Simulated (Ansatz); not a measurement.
Computed with Ansatz on PBE0-D4/def2-TZVP structures; ΔE is electronic, products minus reactants. CCSD(T)/CBS adds triple-zeta CCSD(T) − MP2 to the extrapolated MP2 energy (def2 sets, frozen cores). This one scheme is used for every species. DFT in def2-TZVPP. B3LYP here is the variant with VWN-RPA as its local correlation; programs differ in this. No spin–orbit coupling; open shells (•) take unrestricted orbitals. Each species was taken in one conformer, which may not be the lowest.

`C[SiH](N)CN` → `[CH2]N`• + `C[SiH]N`•  (homolysis of the C–Si bond)

```
             level  ΔE (eV)  difference from CCSD(T)/CBS
            PBE-D4     3.26                        -0.32
          B3LYP-D4     3.27                        -0.31
           ωB97M-V     3.58                         0.00
            r2SCAN     3.15                        -0.43
              PBE0     3.24                        -0.34
             B3LYP     3.08                        -0.50
    MP2/def2-TZVPP     3.65                         0.07
SCS-MP2/def2-TZVPP     3.62                         0.04
    MP2/def2-QZVPP     3.69                         0.11
     MP2/CBS(def2)     3.72                         0.14
       CCSD(T)/CBS     3.58                            0
```

Largest T1 diagnostic among the species: 0.016.

From PBE to PBE0 (25 % exact exchange), in def2-TZVPP and without D4, ΔE moves by +0.09 eV. The D4 term adds +0.18 eV with B3LYP and +0.10 eV with PBE0; it sums over pairs of atoms, weighted by their polarisabilities, and B3LYP, whose exchange is more repulsive, gets the larger term.
